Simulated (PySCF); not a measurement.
Species: [PtCl6]2- (charge -2 and singlet state).
Cartesian coordinates in Å at the PBE0-D3(BJ)/def2-SVP level; atoms count from 1:
```
atom  x, y, z in Å
Pt1    0.0129   -0.0148   -0.0095
Cl2   -0.0037   -0.0290    2.3505
Cl3    0.0265   -0.0015   -2.3693
Cl4    2.3731    0.0134    0.0032
Cl5   -2.3473   -0.0402   -0.0255
Cl6   -0.0022    2.3455   -0.0010
Cl7    0.0326   -2.3754   -0.0169
```

Computed with PBE0-D3(BJ)/def2-SVP geometry optimisation, gas phase, def2 core potentials past Kr (PySCF).

Masses are those of the commonest isotopes; rigid-rotor values at the optimised geometry. 

(1) Give the principal moments of inertia and the rotational constants in GHz.

(2) Classify the top.

## Answers

(1) Ia = 777.34, Ib = 779.46, Ic = 780.99 u·Å²; 505379 MHz·u·Å²/I gives 650.1, 648.4 and 647.1 MHz, that is A = 0.6501, B = 0.6484, C = 0.6471 GHz.

(2) A spherical top, as the point group Oh requires three equal moments; the computed ones differ by 0.47 % because the geometry is symmetric only within the optimiser's tolerance.

The point group Oh allows no dipole (computed: 0.00 D (about the centre of mass, as the species is charged)), so a rigid rotor has no electric-dipole lines.

Stationary, but not proved a minimum. Whether so highly charged an anion holds all its electrons in the gas phase wasn't checked; a finite basis holds them in any case. No counter-ion or solvent screens the charge of this multiply charged ion. The geometry's basis has no diffuse functions, a weakness for an anion. Zero-point vibration and centrifugal distortion are left out.
